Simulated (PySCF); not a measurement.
Species: C8H9 (doublet state).
SMILES with atom numbers: `[CH:1]=[C:2]=[C:3]([CH3:4])[CH2:5][C:6]#[C:7][CH3:8]` (hydrogens: H9 on C1; H10, H11, H12 on C4; H13, H14 on C5; H15, H16, H17 on C8)

Cartesian coordinates in Å at the GFN2-xTB level; atoms count from 1:
```xyz
17
C8H9 angstrom
C      2.8847    1.8947   -0.2476
C      2.1702    0.9109   -0.2976
C      1.3773   -0.1950   -0.3831
C      1.5212   -1.3300    0.5694
C      0.2761   -0.2581   -1.4008
C     -1.0045   -0.0307   -0.7437
C     -2.0203    0.1603   -0.1369
C     -3.2671    0.3911    0.5617
H      3.4953    2.7446   -0.1892
H      0.5845   -1.4886    1.1093
H      2.3159   -1.1398    1.2864
H      1.7453   -2.2566    0.0338
H      0.4235    0.5031   -2.1720
H      0.2563   -1.2467   -1.8755
H     -3.1930    0.0244    1.5855
H     -4.0822   -0.1292    0.0587
H     -3.4902    1.4575    0.5847
```

The hyperfine couplings belong to this conformer and change with its torsions.

Method used: PySCF, UKS B3LYP, pcH-1 on C H, non-relativistic, mean-field spin-orbit, GIAO. Geometry: GFN2-xTB, one conformer, isolated molecule. GFN2-xTB frequencies show an imaginary mode (34i cm⁻¹), so this geometry is no minimum at that level. A GFN2-xTB geometry isn't a minimum of the functional, and hyperfine couplings can be far from their values at a DFT geometry. The SCF solution wasn't tested for stability.

(1) Match the computed a_iso(13C) values +70.4, -65.4, +57.7, +43.1, -27.2, -23.9, +4.9 MHz with the sites C1; C2; C3; C4; C5; C6; C7.

(2) The isotropic 1H couplings, averaged over equivalent nuclei, are +52.4, -40.7, +24.4, +1.0 MHz. Assign them to H9; H10/H11/H12; H13/H14; H15/H16/H17.

Results:

(1) 
```csv
site,a_iso (MHz),ρ(0) (bohr⁻³),position,distance from C3 (Å),spin population,largest |T| (MHz)
C1,+43.1,+0.0384,a main spin site,2.58,+0.54,75.4
C2,-65.4,-0.0581,1 bond from C1,1.36,-0.25,22.1
C3,+70.4,+0.0627,largest spin population,0.00,+0.73,124.5
C4,-27.2,-0.0242,1 bond from C3,1.49,-0.06,1.5
C5,-23.9,-0.0212,1 bond from C3,1.50,-0.05,1.3
C6,+57.7,+0.0513,2 bonds from C3,2.41,+0.02,5.1
C7,+4.9,+0.0044,3 bonds from C3,3.42,+0.01,2.9
```

(2) 
| site | a_iso (MHz) | ρ(0) (bohr⁻³) | position | distance from C3 (Å) | bound to | spin population there | largest \|T\| (MHz) |
| --- | --- | --- | --- | --- | --- | --- | --- |
| H9 | -40.7 | -0.0091 | 1 bond from C1 | 3.63 | C1 | +0.54 | 20.6 |
| H10/H11/H12 | +52.4 | +0.0117 | 2 bonds from C3 | 2.13 | C4 | -0.06 | 6.4 |
| H13/H14 | +24.4 | +0.0055 | 2 bonds from C3 | 2.14 | C5 | -0.05 | 6.5 |
| H15/H16/H17 | +1.0 | +0.0002 | 5 bonds from C3 | 5.23 | C8 | 0.00 | 1.0 |

ρ(0) is the spin density at the nucleus and T the dipolar tensor; entries for several nuclei are means. The Mulliken spin populations are largest on C3 (+0.73), C1 (+0.54), C2 (-0.25) and C4 (-0.06). The angles at C3 add up to 359.9°, so it is planar. Main spin sites, with 60 % or more of the largest population: C1, C3; positions count bonds from the nearest.

The spin density at the nucleus, in bohr⁻³, is negative for C2 (-0.0581), C4 (-0.0242) and C5 (-0.0212), for instance. A restricted open-shell determinant has no negative spin density anywhere; here it arises because α and β orbitals differ (spin polarisation).

Means are taken over nuclei equivalent by connectivity, which assumes that they swap fast. The three 1H nuclei of mean +52.4 MHz run from 2.1 to 78.3 MHz in the frozen geometry. The 1H value of +24.4 MHz is a mean of couplings from 7.5 to 41.4 MHz in this one geometry, not an average over conformers.

C1, the radical centre as drawn in `[CH]=C=C(C)CC#CC`, holds a spin population of +0.54 out of 1.

Time: 86 s (with the writing of density and orbital grids); peak memory 0.98 GiB. Hardware: one thread, Arm Neoverse V2 (aarch64), no GPU, shared host.
